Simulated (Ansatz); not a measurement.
Geometry optimisation, RKS PBE/def2-SVP (Ansatz 0.2.0).

Input:

```yaml
crystal:
  periodic: [false, false, false]
  atoms:
    - { symbol: Si, position_ang: [0.0, 0.0, 0.0] }
    - { symbol: Si, position_ang: [0.0, 0.0, 2.57] }
    - { symbol: H, position_ang: [-1.3148, -0.4067, 3.0574] }
    - { symbol: H, position_ang: [1.0096, -0.9353, 3.0574] }
    - { symbol: H, position_ang: [0.3052, 1.342, 3.0574] }
    - { symbol: H, position_ang: [1.3768, 0.0, -0.4862] }
    - { symbol: "N", position_ang: [-0.8572, 1.4851, -0.6061] }
    - { symbol: H, position_ang: [-1.8773, 1.43, -0.8888] }
    - { symbol: H, position_ang: [-0.3367, 2.4058, -0.6766] }
    - { symbol: "N", position_ang: [-0.8572, -1.4851, -0.6061] }
    - { symbol: H, position_ang: [-1.3922, -2.1014, 0.0704] }
    - { symbol: H, position_ang: [-0.8219, -1.7344, -1.6357] }
    - { symbol: "N", position_ang: [0.7889, -1.8507, 0.6685] }
    - { symbol: H, position_ang: [0.253, -2.7488, 0.4953] }
    - { symbol: Si, position_ang: [2.3861, -1.8976, 1.5397] }
    - { symbol: H, position_ang: [2.905, -3.2623, 1.533] }
    - { symbol: H, position_ang: [3.3341, -1.0139, 0.8674] }
    - { symbol: H, position_ang: [2.2023, -1.4544, 2.9186] }
    - { symbol: H, position_ang: [0.5667, -1.3296, 1.8208] }
basis:
  gaussian: { orbitals: def2-SVP }
hamiltonian:
  xc: pbe
relax:
  f_tol: 0.15
  max_steps: 25
  restrain:
    - { distance: [0, 12], at: 3.02, k: 30.0 }
    - { distance: [18, 1], at: 2.66, k: 30.0 }
    - { distance: [0, 1], at: 2.22, k: 30.0 }
    - { distance: [18, 12], at: 1.06, k: 30.0 }
```

Command:

```bash
$ ansatz run input.yaml --threads 4 --pin off --max-ram 5120MiB --backend cpu --events-out ev --progress --plain --runs-dir out
```

Q: Where does it end, and by what steps?

A: The forces met the threshold. The restraints hold the end off the free minimum; the threshold counts their pulls, which the force column leaves out. Restrained pairs: Si1–N13 (2.12 → 3.03 Å), Si2–H19 (1.63 → 2.67 Å), Si1–Si2 (2.57 → 2.26 Å), N13–H19 (1.28 → 1.04 Å). After 22 steps the energy has fallen by 5.776 eV (the restraints' own energy left out); H4 moved furthest, 2.04 Å.

| step | energy less start (eV) | largest force component (eV/Å) | accepted |
| --- | --- | --- | --- |
| 0 | 0.0000 | 5.103 | yes |
| 1 | -1.5349 | 4.051 | yes |
| 2 | -1.8368 | 4.451 | yes |
| 3 | -2.4831 | 4.216 | yes |
| 4 | -3.7807 | 2.092 | yes |
| 5 | -4.7001 | 1.658 | yes |
| 6 | -5.1681 | 1.462 | yes |
| 7 | -5.3535 | 1.520 | yes |
| 8 | -5.4668 | 1.407 | yes |
| 9 | -5.5092 | 1.278 | yes |
| 10 | -5.5302 | 1.515 | yes |
| 11 | -5.5404 | 1.398 | yes |
| 12 | -5.5529 | 1.326 | yes |
| 13 | -5.5637 | 1.376 | yes |
| 14 | -5.5754 | 1.506 | yes |
| 15 | -5.5984 | 1.562 | yes |
| 16 | -5.6288 | 1.775 | yes |
| 17 | -5.6432 | 1.576 | yes |
| 18 | -5.7193 | 1.329 | yes |
| 19 | -5.7452 | 1.271 | yes |
| 20 | -5.7531 | 1.375 | yes |
| 21 | -5.7618 | 1.379 | yes |
| 22 | -5.7763 | 1.248 | yes |

```xyz
19
Properties=species:S:1:pos:R:3
Si -0.303 0.163 0.074
Si -0.667 0.164 2.304
H -1.860 1.045 2.610
H -1.010 -1.179 2.912
H 0.497 0.749 3.059
H 1.121 0.381 -0.351
N -1.160 1.500 -0.664
H -2.039 1.880 -0.307
H -0.669 2.173 -1.259
N -0.753 -1.453 -0.519
H -1.670 -1.800 -0.212
H -0.688 -1.574 -1.538
N 1.373 -1.902 1.518
H 0.767 -2.175 0.723
Si 3.079 -2.302 1.509
H 3.417 -3.778 1.544
H 3.676 -1.738 0.247
H 3.727 -1.670 2.710
H 0.833 -2.041 2.397
```

Time of the run: 53 s on 4 threads of Intel(R) Xeon(R) Platinum 8259CL CPU @ 2.50GHz (Skylake/Cascade Lake) (shared host), peak memory 0.26 GiB.
